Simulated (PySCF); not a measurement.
BaCl, SMILES [Cl][Ba+], charge +1. Atoms are numbered in the order given.

```xyz
2

Ba     0.0000     0.0000    -0.6055
Cl     0.0000     0.0000     1.9945
```
Charge +1, spin multiplicity 1.

The structure is a stationary point at B3LYP-D3(BJ)/def2-TZVPD. The spin state was assumed, not searched. The def2 effective core potentials stand for the cores of Ba; spin–orbit coupling is left out.

Computed with TDA-M06-2X/def2-TZVPD (PySCF).

Vertical excitations; the highest root listed may be one member of a degenerate set. Isolated molecule, no solvent. State labels are in the subgroup C2v.

Computed excitation energies, oscillator strengths and character:
| state | symmetry | energy (eV) | λ (nm) | f | main pairs |
|---|---|---|---|---|---|
| S1 | B1 | 5.16 | 240 | 0.011 | HOMO−1→LUMO (degenerate set) |
| S2 | B2 | 5.16 | 240 | 0.011 | HOMO→LUMO (degenerate set) |
| S3 | A1 | 5.30 | 234 | 0.002 | HOMO−2→LUMO 94 % |
| S4 | B1 | 5.85 | 212 | 0.000 | HOMO−1→LUMO+2, HOMO→LUMO+1 (degenerate set) |
| S5 | B2 | 5.85 | 212 | 0.000 | HOMO→LUMO+2, HOMO−1→LUMO+1 (degenerate set) |
| S6 | B2 | 5.90 | 210 | 0.006 | HOMO−1→LUMO+1, HOMO→LUMO+2 (degenerate set) |
| S7 | B1 | 5.90 | 210 | 0.006 | HOMO→LUMO+1, HOMO−1→LUMO+2 (degenerate set) |
| S8 | A2 | 5.92 | 209 | 0.000 | HOMO−2→LUMO+1 (degenerate set) |
| S9 | A1 | 5.92 | 209 | 0.000 | HOMO−2→LUMO+2 (degenerate set) |
| S10 | A2 | 6.06 | 205 | 0.000 | HOMO→LUMO+3 40 %, HOMO−1→LUMO+4 40 %, HOMO→LUMO+6 9 %, HOMO−1→LUMO+7 9 % |
| T1 | B2 | 5.18 | 239 | 0 | HOMO→LUMO (degenerate set) |
| T2 | B1 | 5.18 | 239 | 0 | HOMO−1→LUMO (degenerate set) |
| T3 | A1 | 5.24 | 237 | 0 | HOMO−2→LUMO 93 % |
| T4 | A1 | 5.84 | 212 | 0 | HOMO→LUMO+4 38 %, HOMO−1→LUMO+3 38 %, HOMO→LUMO+7 10 %, HOMO−1→LUMO+6 10 % |
Triplets are in the Tamm–Dancoff approximation.
